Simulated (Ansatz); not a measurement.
The cluster Al5N5. The state is a singlet with charge 0. Geometry B3LYP-D4/def2-SVP; atoms count from 1.

Cartesian coordinates in Å:
```
Al -1.406 1.740 -1.032
Al 2.326 -0.661 0.475
Al -2.356 -0.670 0.264
Al 1.487 1.745 -0.902
Al -0.050 -2.154 1.195
N -1.760 -2.066 1.066
N 1.664 -2.059 1.222
N 0.059 2.548 -1.416
N 2.788 0.793 -0.312
N -2.752 0.783 -0.561
```

The structure comes from a short search, and lower isomers may exist.

(1) Estimate the Mulliken populations from the PBE0/def2-TZVP orbitals of Ansatz.

(2) And the Mayer bond orders between heavy atoms (over 0.3)?

## Answers

(1) 
| atom | charge (e) |
| --- | --- |
| Al1 | 0.36 |
| Al2 | 0.36 |
| Al3 | 0.36 |
| Al4 | 0.36 |
| Al5 | 0.36 |
| N6 | -0.36 |
| N7 | -0.36 |
| N8 | -0.36 |
| N9 | -0.36 |
| N10 | -0.36 |
Mulliken values depend strongly on the basis.

(2) Al1–N8 1.58 (1.72 Å); Al1–N10 1.58 (1.72 Å); Al2–N7 1.58 (1.72 Å); Al2–N9 1.58 (1.72 Å); Al3–N6 1.58 (1.72 Å); Al3–N10 1.58 (1.72 Å); Al4–N8 1.58 (1.72 Å); Al4–N9 1.58 (1.72 Å); Al5–N6 1.58 (1.72 Å); Al5–N7 1.58 (1.72 Å).
